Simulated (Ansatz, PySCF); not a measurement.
This Ansatz (a first-principles code) input computes a PBE0/def2-TZVPD energy:

Ansatz 0.2 input:
```yaml
crystal:
  periodic: [false, false, false]
  atoms:
    - {symbol: In, position_ang: [-0.17607404, -0.46186303, -0.36809947]}
    - {symbol: Br, position_ang: [2.45299964, -0.16687288, -0.48244927]}
    - {symbol: Br, position_ang: [-0.87644635, -0.98146639, 2.13222340]}
    - {symbol: Br, position_ang: [-1.33004964, 1.79494752, -1.13443487]}
basis:
  gaussian:
    orbitals: def2-TZVPD
hamiltonian:
  xc: {name: PBE0}
total_charge: -1
magnetization: {spin_polarized: true, initial_magnetization: 1}
output: {forces: true}
```

Question: Write an input for the same energy in PySCF and say what it gives.

Answer: 
```python
from pyscf import gto, scf, dft

mol = gto.M(
    atom='''
    In   -0.17607404   -0.46186303   -0.36809947
    Br    2.45299964   -0.16687288   -0.48244927
    Br   -0.87644635   -0.98146639    2.13222340
    Br   -1.33004964    1.79494752   -1.13443487
    ''',
    basis='def2-tzvpd',
    ecp='def2-tzvp',
    charge=-1,
    spin=1,
    verbose=4,
)

mf = dft.UKS(mol, xc='pbe0').density_fit(auxbasis='def2-universal-jkfit')
mf.grids.level = 3
mf.conv_tol = 1e-9
mf.max_cycle = 100
mf.max_memory = 1500
mf.kernel()
if not mf.converged:
    mf = mf.newton()
    mf.kernel(mf.make_rdm1())
for _ in range(2):
    mo, _, stable, _ = mf.stability(return_status=True)
    if stable:
        break
    mf.kernel(mf.make_rdm1(mo, mf.mo_occ))
mf.analyze()
```
It gives -7911.97478 Eh, and Ansatz -7911.97473 Eh, a difference of 0.05 mEh, from the treatment of integrals and grids.
